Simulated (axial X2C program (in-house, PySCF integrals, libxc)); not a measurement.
## KBr⁺ with a deliberately poor setting

Computed with an in-house relativistic program for diatomic molecules.

The run was started with this input:
```json
{
 "zs": [
  35,
  19
 ],
 "q": 1,
 "bas": [
  "dyall-v3z",
  "dyall-v3z"
 ],
 "levels": [
  "PBE0",
  "HF",
  "B97-3",
  "TPSS"
 ],
 "cc": false,
 "r0": 3.1,
 "npts": 10,
 "nst": 2,
 "ntry": 6,
 "opt": {
  "auxb": 3.0
 }
}
```
```bash
python so2c.py task.json out
```

Keys: zs atomic numbers; q charge; bas basis sets; levels methods; cc coupled cluster on or off; r0 starting distance in Å; npts points on the curve; nst determinants followed; ntry starts of the search; auxb ratio of fitting exponents. HF also brings MP2.

Problem. One numerical setting was spoiled on purpose. Which, and what came out?

Solution. Density fitting set too sparse. States: spin-free M_S = 1/2, Λ = 1; 2c Ω = 3/2. The apparent results, which are not to be taken for properties of KBr⁺:

```
Hamiltonian  level  points converged  Re (Å)  ωe (cm⁻¹)  De (eV)  curve-fit residual (μEh)
  spin-free   PBE0          10 of 10   3.376         87     0.18                       1.4
  spin-free     HF          10 of 10   3.512         75     0.06                    0.0027
  spin-free    MP2          10 of 10   3.350         92     0.25                     0.007
  spin-free  B97-3          10 of 10   3.420         84     0.17                       2.7
  spin-free   TPSS          10 of 10   3.411         82     0.11                       2.2
         2c   PBE0          10 of 10   3.377         87     0.23                       1.4
         2c     HF          10 of 10   3.512         75     0.05                    0.0027
         2c    MP2          10 of 10   3.351         92     0.26                     0.007
         2c  B97-3          10 of 10   3.421         85     0.20                       2.7
         2c   TPSS          10 of 10   3.411         82     0.22                       2.2
```
